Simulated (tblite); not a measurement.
Species: C₄H₆FPSSi.
Geometry (GFN2-xTB, Å), atoms numbered from 1 in this order:
```
atom  x, y, z in Å
C1    -2.989   -0.235    0.267
C2    -1.525    0.012    0.089
P3    -0.295   -1.139    0.410
C4     1.041   -0.058   -0.048
Si5    2.867   -0.547    0.010
C6     0.649    1.168   -0.448
F7     1.502    2.130   -0.835
S8    -1.033    1.570   -0.482
H9    -3.564    0.648   -0.003
H10   -3.315   -1.067   -0.357
H11   -3.210   -0.491    1.303
H12    3.414   -0.423   -1.342
H13    3.551    0.360    0.931
H14    2.908   -1.929    0.484
```

Method: GFN2-xTB as coded in tblite; computed harmonic values from a numerical Hessian at the method's own geometry, unscaled. This tight-binding method is rough: wavenumbers can miss measured ones by several per cent, in bad cases by 10 to 20. Modes of hydrogen on silicon can be 10 to 20 % off. The optimisation stopped once no atom felt more than 0.01 eV/Å.

Lowest wavenumbers of the output (negative numbers stand for imaginary wavenumbers):
```
mode    cm-1
  1    -118.3
  2      42.8
  3      97.1
  4     125.6
  5     142.6
  6     248.4
  7     278.3
  8     319.9
  9     365.7
 10     376.6
```

Q: Is this structure a minimum?

A: No. 1 mode is imaginary beyond 20i (118i cm⁻¹), so at this level the point lies at or near a first-order saddle.

Q: Which atoms move in the imaginary mode?

A: 118i: H10 (methyl hydrogen) 34 %, H11 (methyl hydrogen) 34 %, H9 (methyl hydrogen) 29 %. These are shares of the mass-weighted motion.

Q: What is the remedy?

A: Step along that mode in both directions, optimise again with tighter thresholds and repeat the frequencies. The zero-point energy of this point (51.9 kcal/mol) counts the 35 real modes alone, and thermal corrections from it aren't those of a minimum.
